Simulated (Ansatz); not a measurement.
The cluster Zn3O3. Charge 0, multiplicity 1. Geometry r2SCAN-D4/def2-SVP, basis def2-TZVP, Ansatz.

```tsv
atom	x (Å)	y (Å)	z (Å)
Zn1	-0.0642	-0.8999	2.0158
Zn2	-0.2116	0.3954	-1.9395
Zn3	-0.7964	-1.2245	-0.2940
O4	1.1647	-0.1004	-0.3770
O5	0.6119	0.8243	0.5408
O6	-0.7044	1.0051	0.0539
```

| run | HOMO (eV) | LUMO (eV) |
| --- | --- | --- |
| A | -5.28 | -3.84 |
| B | -5.77 | -3.21 |
| C | -5.11 | -3.81 |
| D | -5.90 | -3.25 |

The structure holds 2 bond(s) between oxygen atoms. Another isomer (singlet) lies 6.24 eV lower at PBE0-D4/def2-TZVP; other spin states weren't run for this one.

Question: The runs used PBE, PBE0, r2SCAN, r2SCAN0. Estimate which is which.

Answer: A r2SCAN (0 % exact exchange); B PBE0 (25 % exact exchange); C PBE (0 % exact exchange); D r2SCAN0 (25 % exact exchange). Exact exchange lowers occupied and raises empty levels; among semilocal functionals meta-GGAs tend to open the gap a little, and such runs are hard to tell apart. The gap grows from 1.30 eV (PBE) to 2.65 eV (r2SCAN0). The restricted singlet is unstable towards broken spin symmetry in Hartree–Fock (as tested in another run); at r2SCAN-D4/def2-TZVP, PBE0-D4/def2-TZVP, PBE-D4/def2-TZVP, r2SCAN0-D4/def2-TZVP this wasn't settled.
